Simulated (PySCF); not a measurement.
Fill in the blanks.

Compound: C₃H₁₂FNSi₃.
SMILES: `F[SiH2]N([SiH2][SiH3])C1CC1`

Conformer (atom-mapped SMILES and torsion angles): `[F:1][SiH2:2][N:3]([SiH2:4][SiH3:5])[CH:6]1[CH2:7][CH2:8]1`: F1–Si2–N3–Si4 -16°, Si2–N3–Si4–Si5 -67°, Si2–N3–C6–C7 110°.

```csv
property,level,value
point group of the GFN2-xTB geometry,GFN2-xTB,?
"rotational constants A, B, C of the GFN2-xTB geometry",GFN2-xTB,?
dipole moment,PBE0/pcSseg-1,?
HOMO energy,PBE0/pcSseg-1,?
LUMO energy,PBE0/pcSseg-1,-0.16 eV
13C chemical shifts (computed TMS as zero) by class,GIAO PBE0/pcSseg-1,"30.4 (1 C), 7.6 (2 C) ppm"
1H chemical shifts (computed TMS as zero) by class,GIAO PBE0/pcSseg-1,"5.20 (2 H), 5.15 (2 H), 3.45 (3 H), 2.56 (1 H), 0.48 (2 H), 0.44 (2 H) ppm"
"isotropic shieldings of nuclei other than C and H, by class",GIAO PBE0/pcSseg-1,"251 (1 N), 376 (1 F), 367 (1 Si), 389 (1 Si), 469 (1 Si) ppm"
```

The electronic properties come from PySCF, for the isolated species, density fitting. GFN2-xTB frequencies show an imaginary mode (27i cm⁻¹), so this geometry is no minimum at that level. NMR classes are plain means over equivalent atoms (diastereotopic ones count apart unless rotation or inversion swaps them), as if these changed places fast; in this geometry the members of some classes differ.

(1) What is the point group of the GFN2-xTB geometry?

(2) Give the dipole moment.

(3) What is the HOMO energy?

(4) The rotational constants A, B, C of the GFN2-xTB geometry?

## Answers

(1) C1.

(2) 2.36 D.

(3) -6.89 eV.

(4) 1.273, 0.976, 0.670 GHz.

With B = h/(8π²I), that is 505.379 GHz u Å² over I, the principal moments of inertia are 397.1, 517.9 and 754.6 u Å² (most abundant isotopes); the inertial defect Ic − Ia − Ib is -160.4 u Å² (zero for a rigid planar frame, negative otherwise). The rotational constants make it an asymmetric top with κ = (2B − A − C)/(A − C) = 0.02, midway between the prolate (−1) and oblate (+1) limits. The dipole equals about 7.9 × 10⁻³⁰ C·m (1 D = 3.33564 × 10⁻³⁰ C·m).

For the NMR shielding job (PBE0/pcSseg-1), on one thread of an Arm Neoverse V1, no GPU, shared host, this took 46 s wall and 0.90 GiB of memory at its peak.

One conformer stands for the species.
